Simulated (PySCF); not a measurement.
Input of a run (PBE0-D3(BJ)/def2-SVP geometry optimisation, gas phase (PySCF 2.14.0)), started from GFN2-xTB:
```
{"job": {"xc": "PBE0", "basis": "def2-SVP", "d3": "d3bj", "grid": 1, "kind": "geom"}, "charge": 0, "multiplicity": 1}
O     -1.464477     2.208971    -0.330807
S     -1.258879     0.840122    -0.667228
O     -1.603377     0.353609    -1.962633
C      0.404217     0.322974    -0.231652
C      0.962985    -0.783548    -0.830914
C      2.248994    -1.122790    -0.397823
N      2.887668    -0.429346     0.522596
N      2.351385     0.611221     1.072613
C      1.139331     1.006434     0.730483
C     -2.250054    -0.195496     0.581739
F     -3.552608    -0.018307     0.467519
F     -1.962460    -1.483605     0.384773
F     -1.868997     0.122913     1.817942
H      0.431007    -1.335923    -1.589097
H      2.780328    -1.972918    -0.800071
H      0.747339     1.884634     1.221150
```

Output (energies in Eh, forces in Eh/bohr):
```
step   0  E = -1148.27972736  max force = 0.034191
step   1  E = -1148.28384027  max force = 0.005595
step   2  E = -1148.28463879  max force = 0.002927
step   3  E = -1148.28476130  max force = 0.002170
step   4  E = -1148.28477585  max force = 0.001532
step   5  E = -1148.28479702  max force = 0.000665
step   6  E = -1148.28479863  max force = 0.000455
step   7  E = -1148.28480454  max force = 0.000176
optimisation converged
```

Q: Summarise the run.

A: The energy falls by 3.2 kcal/mol over 8 energy and gradient evaluations, the largest force component goes from 0.0342 to 1.8e-04 Eh/bohr, and the atoms move by 0.062 Å rms after alignment. The bond that changes most is S2–C10 (sulfonyl sulfur to CF3 carbon), which shortens by 0.033 Å. Bonds longer at the end by more than 0.005 Å: 9 of 16; shorter: 5. Among the angles that change most is S2–C10–F11, from 112.6° to 108.7°. The energy never rose by more than 1e-6 Eh on the way. The first step brought 81 % of the lowering.

Q: What are the final bond lengths?

A: O1=S2 1.452 Å, S2=O3 1.452 Å, S2–C4 1.779 Å, C4–C5 1.382 Å, C5–C6 1.397 Å, C6–N7 1.330 Å, N7–N8 1.314 Å, N8–C9 1.329 Å, S2–C10 1.869 Å, C10–F11 1.314 Å, C10–F12 1.322 Å, C10–F13 1.321 Å, C4–C9 1.396 Å, C5–H14 1.092 Å, C6–H15 1.094 Å, C9–H16 1.094 Å. Numbering counts from 1 in the input's order; the species is `O=S(c1ccnnc1)(C(F)(F)F)=O`.

The run used 201 basis functions and 59 SCF cycles in all.

Whether it is a minimum is left open (no frequencies). The numbers are those of one conformer.

Shape of the structure used: `[O:1]=[S:2](=[O:3])([c:4]1[cH:5][cH:6][n:7][n:8][cH:9]1)[C:10]([F:11])([F:12])[F:13]`: O1–S2–C4–C5 -157°, O1–S2–C10–F11 67°.
